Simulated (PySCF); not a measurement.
All numbers come from PySCF, PBE0, basis Bi def2-TZVP with ECP60, Cl def2-TZVP (scalar-relativistic core potentials, no spin–orbit coupling, density fitting).

Each entry is the lowest minimum that a search over a few typed start shapes (and spin states, where more than one is plausible) found, or that minimum re-optimised at the stated level; isomers with ligand–ligand bonds, or fragments after loss of a ligand pair, can lie lower. Open shells are unrestricted.

BiCl2 is a doublet of C2v symmetry with Bi–Cl 2.429 Å (×2); Cl–Bi–Cl 99.3°. Its wavenumbers are 105, 329, 348 cm⁻¹.

Question: What changes when one electron is removed, giving BiCl₂⁺?

Answer: It costs 8.15 eV between the minima (8.16 eV with zero-point energy). BiCl₂⁺ is a singlet of C2v symmetry with Bi–Cl 2.342 Å (×2); Cl–Bi–Cl 99.4°; wavenumbers 123, 390, 404 cm⁻¹.

No spin–orbit coupling is included, which matters more the heavier the element.
